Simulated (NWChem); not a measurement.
# BeH$_{2}$S$_{2}$; SMILES [SH][Be][SH]

```xyz
5

Be     0.0000     0.0000     0.0555
S     -0.0970    -1.8969     0.0717
H      0.8499    -1.9964    -0.8792
S      0.0970     1.8969     0.0717
H     -0.8499     1.9964    -0.8792
```
Atoms are numbered in this order, from 1.

Level: PBE0-D3(BJ)/def2-TZVP (NWChem), optimised geometry, unscaled harmonic frequencies. 

Task: List the harmonic frequencies with IR intensities, and the thermochemistry.

Result: 
```
frequency (cm⁻¹)  IR intensity (km/mol)
----------------  ---------------------
198                                23.8
198                                26.5
209                                13.0
366                                 0.1
635                                 0.3
639                                 0.0
1043                              300.3
2700                                5.2
2701                                1.4
```

```json
{
  "zero_point_energy": "12.4 kcal/mol",
  "thermal correction to the enthalpy at 298.15 K (with zero-point energy)": "16.2 kcal/mol",
  "heat capacity Cv": "15.3 cal/(mol K)",
  "entropy at 298.15 K and 1 atm (symmetry number 2)": "69.5 cal/(mol K)",
  "dipole_moment": "1.08 D"
}
```

Rigid rotor and harmonic oscillator.
